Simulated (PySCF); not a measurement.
pinacolborane (C$_{6}$H$_{13}$BO$_{2}$), singlet, at a GFN2-xTB geometry; WB97X/STO-3G run with PySCF.

Here is a job for PySCF.
```python
from pyscf import gto, scf, dft

mol = gto.M(
    atom='''
C    -1.77504489   -0.15419211    0.95810353
C    -0.76840575   -0.13730342   -0.19880335
C    -1.15823124   -1.21383039   -1.21017274
O    -0.86942477    1.14841393   -0.81692468
B     0.21679455    1.88224231   -0.47765229
O     1.13781395    1.18178064    0.22559658
C     0.73092190   -0.18813684    0.28138958
C     0.93589637   -0.71651378    1.70003172
C     1.64641146   -0.96262237   -0.67469209
H    -2.76727097    0.03377745    0.55440757
H    -1.54858855    0.63559343    1.66969349
H    -1.77551462   -1.11521817    1.46352174
H    -2.20548957   -1.08539787   -1.47234630
H    -0.57277491   -1.13035295   -2.12003870
H    -1.02218357   -2.20221407   -0.77984665
H     0.34570089    3.00142624   -0.76166501
H     0.43205319   -0.09141387    2.43008365
H     1.99904572   -0.70697816    1.92719343
H     0.56858196   -1.73602217    1.77924377
H     1.55575249   -0.57339505   -1.68547743
H     2.67628670   -0.82371634   -0.35394660
H     1.41402789   -2.02326310   -0.66707659
''',
    basis='sto-3g',
    verbose=4,
)

mf = dft.RKS(mol)
mf.xc = 'wb97x'
mf.grids.level = 1
mf.kernel()
```

The log (banner, timings and long lists left out):

```
PySCF version 2.14.0

[INPUT] verbose = 4
[INPUT] num. atoms = 22
[INPUT] num. electrons = 70
[INPUT] charge = 0
[INPUT] spin (= nelec alpha-beta = 2S) = 0
[INPUT] symmetry False subgroup None
[INPUT] Mole.unit = angstrom
[INPUT] Symbol           X                Y                Z      unit          X                Y                Z       unit  Magmom
[...]
nuclear repulsion = 501.513728274472
number of shells = 40
number of NR pGTOs = 174
number of NR cGTOs = 58
basis = sto-3g
ecp = {}

******** <class 'pyscf.dft.rks.RKS'> ********
method = RKS
initial guess = minao
damping factor = 0
level_shift factor = 0
DIIS = <class 'pyscf.scf.diis.CDIIS'>
diis_start_cycle = 1
diis_space = 8
diis_damp = 0
SCF conv_tol = 1e-09
SCF conv_tol_grad = None
SCF max_cycles = 50
direct_scf = True
direct_scf_tol = 1e-13
XC library pyscf.dft.libxc version 7.1.2
    S. Lehtola, C. Steigemann, M. J. T. Oliveira, and M. A. L. Marques,  SoftwareX 7, 1–5 (2018)
XC functionals = wb97x
    J.-D. Chai and M. Head-Gordon,  J. Chem. Phys. 128, 084106 (2008)
radial grids:
    Treutler-Ahlrichs [JCP 102, 346 (1995); DOI:10.1063/1.469408] (M4) radial grids

becke partition: Becke, JCP 88, 2547 (1988); DOI:10.1063/1.454033
pruning grids: <function nwchem_prune>
grids dens level: 1
symmetrized grids: False
atomic radii adjust function: <function treutler_atomic_radii_adjust>
small_rho_cutoff = 0
Set gradient conv threshold to 3.16228e-05
Initial guess from minao.
tot grids = 78760
init E= -408.326404006489
[...]
cycle= 1 E= -406.489581317879  delta_E= 1.84  |g|= 0.683  |ddm|= 5.71
[...]
cycle= 2 E= -406.589179414255  delta_E= -0.0996  |g|= 0.493  |ddm|= 1.44
[...]
cycle= 3 E= -406.653750260568  delta_E= -0.0646  |g|= 0.0273  |ddm|= 0.561
[...]
cycle= 4 E= -406.6541600078  delta_E= -0.00041  |g|= 0.0061  |ddm|= 0.0668
[...]
cycle= 5 E= -406.654174762228  delta_E= -1.48e-05  |g|= 0.00148  |ddm|= 0.0111
[...]
cycle= 6 E= -406.65417579089  delta_E= -1.03e-06  |g|= 0.000266  |ddm|= 0.00308
[...]
cycle= 7 E= -406.654175841733  delta_E= -5.08e-08  |g|= 5.84e-05  |ddm|= 0.000707
[...]
cycle= 8 E= -406.654175843712  delta_E= -1.98e-09  |g|= 1.52e-05  |ddm|= 0.000143
[...]
cycle= 9 E= -406.654175843821  delta_E= -1.09e-10  |g|= 4.3e-06  |ddm|= 2.98e-05
[...]
Extra cycle  E= -406.654175843831  delta_E= -1.02e-11  |g|= 1.87e-06  |ddm|= 9.07e-06
converged SCF energy = -406.654175843831
```
